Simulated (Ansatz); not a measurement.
Frontier orbitals of `CC1=CC(C)=[O+][Al-]([OH])([Cl])[O]1`.

Cartesian coordinates in Å:
```
C -0.897 -0.390 -2.550
C -0.427 -0.366 -1.137
C 0.119 0.792 -0.586
C 0.531 0.880 0.743
C 1.062 2.158 1.294
O 0.479 -0.093 1.567
Al 0.075 -1.812 1.164
O -1.072 -2.498 2.203
Cl 1.876 -2.890 0.961
O -0.570 -1.458 -0.491
H -0.324 -1.144 -3.097
H -0.792 0.576 -3.040
H -1.942 -0.706 -2.574
H 0.201 1.670 -1.210
H 1.042 2.966 0.564
H 0.478 2.439 2.174
H 2.089 1.995 1.632
H -1.927 -2.119 2.386
```

The species carries charge 0 and has multiplicity 1. All single points use the PBE0-D4/def2-TZVP geometry. It is one conformer, not always the lowest. Basis def2-TZVPP, Ansatz.

| functional | HOMO (eV) | LUMO (eV) | gap (eV) |
| --- | --- | --- | --- |
| PBE | -6.55 | -3.11 | 3.44 |
| r2SCAN | -6.81 | -2.98 | 3.83 |
| PBE0 | -7.72 | -2.26 | 5.46 |
| B3LYP | -7.52 | -2.47 | 5.05 |
| HSE06 (plane-wave form) | -7.33 | -2.64 | 4.69 |
| ωB97M-V | -9.86 | -0.18 | 9.68 |

From PBE to PBE0 the HOMO moves by −1.17 eV and the LUMO by +0.85 eV, and with ωB97M-V by −3.30 and +2.94 eV, so the gap grows from 3.44 to 9.68 eV with exact exchange.

B3LYP here is the variant with VWN-RPA as its local correlation; programs differ in this.
